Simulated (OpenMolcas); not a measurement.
**Re4+: moving or changing the point charges**

Re4+ among 6 point charges of -1.7 e arranged as a trigonal antiprism (D3d), 2 Å from the ion, with a polar angle of 50.9° against the regular 54.74°.
```
   0.0000    1.5522    1.2612  -1.70
  -1.3442   -0.7761    1.2612  -1.70
   1.3442   -0.7761    1.2612  -1.70
   0.0000   -1.5522   -1.2612  -1.70
   1.3442    0.7761   -1.2612  -1.70
  -1.3442    0.7761   -1.2612  -1.70
```

```yaml
Program: OpenMolcas
Method: CASSCF
Basis: ANO-RCC-VTZP [8s7p5d3f2g1h]
Scalar_Hamiltonian: DKH2, point nucleus
Active_space: 3 electrons in 5 orbitals (5d)
State_averaging: 2S+1 = 4 even, 10 roots; 2S+1 = 2 even, 40 roots
Spin-orbit_coupling: RASSI with atomic mean-field integrals over the reference wave functions
```

Runs around this geometry, states (labels of D3, the rotations of D3d). Energies in cm-1 above the lowest state or level, χT in cm3 K/mol.

```json
{"R (Å)": "2", "q (e)": "-1.7", "Polar angle / regular": "0.86", "Ground state": "4A2", "First state of that spin": "4E 10020", "First gap with spin-orbit (degeneracies)": "1741 (2, 2)", "χT at 300 K": "0.325", "First state of another spin": "2E 13956"}
{"R (Å)": "2", "q (e)": "-0.85", "Polar angle / regular": "0.93", "Ground state": "4A2", "First state of that spin": "4E 5051", "First gap with spin-orbit (degeneracies)": "921.8 (2, 2)", "χT at 300 K": "0.138", "First state of another spin": "2E 15590"}
{"R (Å)": "1.91", "q (e)": "-1.7", "Polar angle / regular": "0.93", "Ground state": "4A2", "First state of that spin": "4E 12697", "First gap with spin-orbit (degeneracies)": "890.4 (2, 2)", "χT at 300 K": "0.482", "First state of another spin": "2E 14994"}
{"R (Å)": "2", "q (e)": "-1.7", "Polar angle / regular": "0.93", "Ground state": "4A2", "First state of that spin": "4E 10130", "First gap with spin-orbit (degeneracies)": "1008 (2, 2)", "χT at 300 K": "0.354", "First state of another spin": "2E 15325"}
{"R (Å)": "2.08", "q (e)": "-1.7", "Polar angle / regular": "0.93", "Ground state": "4A2", "First state of that spin": "4E 8350", "First gap with spin-orbit (degeneracies)": "1094 (2, 2)", "χT at 300 K": "0.267", "First state of another spin": "2E 15492"}
```

Taking the first state of the same spin as R^-n, n = -ln(8350 / 12697) / ln(2.08 / 1.91) = 4.9 between the shortest and longest distance.

Scaling the charges by -0.85 / -1.7 = 0.50 scales the first state of the same spin by 5051 / 10130 = 0.50; with fixed orbitals a first-order splitting would follow the charge.

Without dynamic correlation the repulsion within the d shell is too large (B by tens of per cent), so at a given field states of lower spin stand too high. Spin-orbit coupling mixes the spin-free states strongly: the lowest level takes only 51 % from its leading state, 4A2 (figures for R = 2, q = -0.85, ratio = 0.93; the like holds for R = 2.08, q = -1.7, ratio = 0.93). This is an electrostatic model: the charges have no orbitals. No measured value stands beside these numbers.
